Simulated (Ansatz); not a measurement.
Consider the redistribution: `BBC` + `NCBO` → `CBCBO` + `BN`.

Gas-phase electronic energies from Ansatz, PBE0-D4/def2-TZVP geometries. CCSD(T)/CBS adds triple-zeta CCSD(T) − MP2 to the extrapolated MP2 energy (def2 sets, frozen cores). This one scheme is used for every species. DFT in def2-TZVPP. B3LYP here is the variant with VWN-RPA as its local correlation; programs differ in this. One conformer a species, not always the lowest.

`BBC`:

Cartesian coordinates in Å:
```
B -0.329 -1.415 0.706
B -0.466 -0.082 -0.237
C 0.522 1.125 -0.347
H 0.236 -2.409 0.338
H -0.823 -1.475 1.799
H -1.437 -0.043 -0.957
H 1.327 1.160 0.388
H 0.981 1.060 -1.344
H -0.012 2.080 -0.346
```

`NCBO`:

```xyz
10

N     1.029   -0.137    0.682
C    -0.316   -0.562    0.268
B    -0.867    0.430   -0.834
O    -0.167    1.558   -1.044
H     1.733   -0.561    0.091
H     1.240   -0.414    1.631
H    -0.993   -0.473    1.128
H    -0.380   -1.616   -0.034
H    -1.873    0.245   -1.459
H     0.591    1.531   -0.427
```

`CBCBO`:

Cartesian coordinates in Å:
```
C 0.265 1.447 1.251
B 0.381 0.886 -0.198
C -0.601 -0.162 -0.796
B 0.160 -1.534 -0.896
O -0.099 -2.583 -0.079
H -0.460 0.940 1.893
H -0.050 2.497 1.166
H 1.234 1.487 1.758
H 1.284 1.277 -0.889
H -0.812 0.115 -1.838
H -1.533 -0.252 -0.228
H 1.032 -1.712 -1.700
H -0.800 -2.406 0.555
```

`BN`:

Cartesian coordinates in Å:
```
B -0.230 -0.588 0.260
N 0.236 0.605 -0.268
H -1.409 -0.742 0.393
H 0.559 -1.433 0.570
H 1.213 0.802 -0.407
H -0.369 1.357 -0.549
```

```
             level  ΔE (eV)  difference from CCSD(T)/CBS
            PBE-D4    -2.49                         0.09
         r2SCAN-D4    -2.57                         0.01
           PBE0-D4    -2.52                         0.06
           ωB97M-V    -2.59                        -0.01
            B2PLYP    -2.59                        -0.01
            r2SCAN    -2.56                         0.02
              PBE0    -2.51                         0.07
             B3LYP    -2.54                         0.04
     HF/def2-TZVPP    -2.53                         0.05
    MP2/def2-TZVPP    -2.69                        -0.11
   CCSD/def2-TZVPP    -2.56                         0.02
     HF/def2-QZVPP    -2.53                         0.05
SCS-MP2/def2-QZVPP    -2.62                        -0.04
      HF/CBS(def2)    -2.53                         0.05
     MP2/CBS(def2)    -2.68                        -0.10
    CCSD/CBS(def2)    -2.56                         0.02
       CCSD(T)/CBS    -2.58                            0
```

Largest T1 diagnostic among the species: 0.012.

In def2-TZVPP, CCSD(T) changes the Hartree–Fock value by −0.06 eV (the triples alone add −0.02 eV) and MP2 by −0.17 eV.
